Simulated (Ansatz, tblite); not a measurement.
Adding an electron: the cluster Li₂Si₂⁺. Total charge 1; doublet. Geometry: PBE0-D4/def2-TZVP. Ansatz, gas phase; energy differences of separate SCF runs; the reduced species is a singlet (the triplet lies 1.24 eV higher at PBE0-D4/def2-TZVP).

| atom | x (Å) | y (Å) | z (Å) |
| --- | --- | --- | --- |
| Li1 | -0.158 | 2.123 | -0.363 |
| Li2 | -0.115 | -1.473 | 1.575 |
| Si3 | 1.170 | -0.218 | -0.431 |
| Si4 | -0.897 | -0.431 | -0.781 |

The xTB rows come from tblite. The structure comes from a short search, and lower isomers may exist.

Task: Estimate orbital energies and vertical electron affinities at: GFN1-xTB; GFN2-xTB; PBE-D4/def2-TZVP; r2SCAN-D4/def2-TZVP; PBE0-D4/def2-TZVP.

Result: 
```tsv
level	−HOMO (eV)	−LUMO (eV)	vertical EA (eV)	HOMO–LUMO gap (eV)
GFN1-xTB	–	–	11.40	–
GFN2-xTB	–	–	8.74	–
PBE-D4/def2-TZVP	9.35	8.28	5.82	1.07
r2SCAN-D4/def2-TZVP	9.50	8.02	5.76	1.48
PBE0-D4/def2-TZVP	10.17	7.44	5.82	2.72
```

  HOMO and LUMO are the levels of the spin that leaves or enters (xTB has no such levels and no spin-polarisation term). Other spin states of the ions may lie lower, which would lower the ionisation energy or raise the affinity. Raw xTB energy differences between charge states are shifted by several eV; the methods need an empirical correction for them.
